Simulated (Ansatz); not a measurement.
Reaction (cleavage of the B–P bond): `CB(P)C[SiH3]` + H₂S → `CB(S)C[SiH3]` + PH₃

Calculated with Ansatz (gas phase, PBE0-D4/def2-TZVP geometries, no zero-point term in ΔE). CCSD(T)/CBS is the MP2 limit (def2-TZVPP, def2-QZVPP) plus CCSD(T) − MP2 in def2-TZVPP, frozen cores. This one scheme is used for every species. DFT in def2-TZVPP. B3LYP here is the variant with VWN-RPA as its local correlation; programs differ in this. One conformer a species, not always the lowest.

```tsv
level	ΔE (kcal/mol)
B3LYP-D4	-15.6
ωB97X-V	-15.6
```

(1) What does CCSD(T)/CBS give? (Estimate.)

Largest T1 diagnostic among the species: 0.013.

Results:

(1) The calculation gave: -15.4 kcal/mol. The listed levels differ from it by -0.2, -0.2 kcal/mol.

CCSD(T)/CBS has its own doubt, a few kJ/mol and more with outer-core shells, so smaller differences from it don't rank the levels.
